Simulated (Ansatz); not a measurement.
Geometry optimisation, RKS PBE-D4/def2-SVP in Ansatz 0.2.0.

input.yaml

```yaml
crystal:
  periodic: [false, false, false]
  atoms:
    - { symbol: Al, position_ang: [0.0, 0.0, 0.0] }
    - { symbol: Cl, position_ang: [0.0, 0.0, 2.58] }
    - { symbol: H, position_ang: [1.351, 0.0, -0.78] }
    - { symbol: F, position_ang: [-1.4635, 0.0, -0.845] }
    - { symbol: S, position_ang: [0.107, -2.427, 0.8072] }
    - { symbol: H, position_ang: [-0.6505, -3.2374, -0.0469] }
    - { symbol: H, position_ang: [0.0643, -1.4595, 2.0709] }
basis:
  gaussian: { orbitals: def2-SVP }
hamiltonian:
  xc: pbe
  dispersion: d4
relax:
  f_tol: 0.15
  max_steps: 25
  restrain:
    - { distance: [0, 4], at: 2.26, k: 30.0 }
    - { distance: [6, 1], at: 1.37, k: 30.0 }
    - { distance: [0, 1], at: 3.43, k: 30.0 }
    - { distance: [6, 4], at: 2.6, k: 30.0 }
```

Run as:

```bash
$ ansatz run input.yaml --threads 2 --pin off --max-ram 3072MiB --backend cpu --events-out ev --progress --plain --runs-dir out
```

**Question.** Where does it end, and by what steps?

**Answer.** The forces met the threshold. The restraints hold the end off the free minimum. After 9 steps the energy has fallen by 0.978 eV (the restraints' own energy left out); Al1 moved furthest, 0.72 Å.

```
step  energy less start (eV)  largest force component (eV/Å)  accepted
   0                  0.0000                           2.566       yes
   1                 -0.1123                           2.790       yes
   2                 -0.2797                           2.666       yes
   3                 -0.6726                           1.367       yes
   4                 -0.8611                           1.069       yes
   5                 -0.9126                           0.970       yes
   6                 -0.9501                           0.854       yes
   7                 -0.9703                           0.815       yes
   8                 -0.9733                           0.765       yes
   9                 -0.9779                           0.745       yes
```

```xyz
7
Properties=species:S:1:pos:R:3
Al 0.120 -0.546 -0.456
Cl -0.110 -0.032 2.920
H 1.356 0.394 -0.728
F -1.438 -0.110 -0.898
S 0.352 -2.654 0.292
H -0.986 -2.891 0.171
H 0.114 -1.284 2.485
```

Run time: 13 s on 2 threads of Arm Neoverse V2, on a shared host, peak memory 0.15 GiB.
